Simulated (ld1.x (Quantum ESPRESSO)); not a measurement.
BLYP TM semilocal dataset for thallium (Tl), scalar-relativistic all-electron reference.

thallium, norm-conserving Troullier–Martins (semilocal form), made with ld1.x (Quantum ESPRESSO) 7.5 (BLYP, scalar-relativistic). Core [Xe] 4f14 5d10, reference 6s2 6p0.5 (charge +0.5). Waves: 6s (bound): rc 1.75 bohr; 6p (bound): rc 2.00 bohr. Local part: the p channel. Core correction: a·sin(br)/r model core inside 1.75 bohr.

Q: Estimate the cutoffs (Ry, on a coarse ladder) from which the occupation-weighted sum of valence levels, in a spherical-Bessel basis at the reference potential, stays within 10 and 1 mRy of its value at 400 Ry.

A: 25 Ry and 70 Ry.

Q: Which valence shell sets the plane-wave cutoff?

A: 6s: its level needs 50 Ry to come within 1 mRy, against 30 Ry for 6p.

Q: Tests: 6s2 6p1; 6s2 6p0; 6s1 6p0; 6s1 6p2; 6s0 6p3; 6s1 6p1; 6s2 6p1.3. Which has the largest error in its energy relative to the reference configuration, and how large is it?

A: 6s1 6p0, with -287 meV (all-electron minus pseudo) on +24.15 eV.
